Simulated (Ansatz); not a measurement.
`BrC[SiH2]Br` + `O[SiH2][CH2][GeH3]` → `O[SiH2][SiH2]Br` + `[GeH3][CH2]CBr`  (redistribution)

Calculated with Ansatz (gas phase, PBE0-D4/def2-TZVP geometries, no zero-point term in ΔE). CBS: MP2 limit from def2 TZ/QZ plus the TZ coupled-cluster correction, frozen cores. Functionals use def2-TZVPP. For Br, Ge outer-core shells are correlated without core-valence functions, which leaves a few kJ/mol of doubt a bond. Scalar relativity is left out up to krypton. Each species was taken in one conformer, which may not be the lowest.

| level | ΔE (kJ/mol) |
| --- | --- |
| r2SCAN-D4 | 48.4 |
| PBE0 | 42.1 |

(1) What does CCSD(T)/CBS give? (An estimate is asked.)

Largest T1 diagnostic among the species: 0.011.

## Answers

(1) Computed: +53.5 kJ/mol. The listed levels differ from it by -5.1, -11.4 kJ/mol.

From PBE to PBE0 (25 % exact exchange), in def2-TZVPP and without D4, ΔE moves by +6.0 kJ/mol.
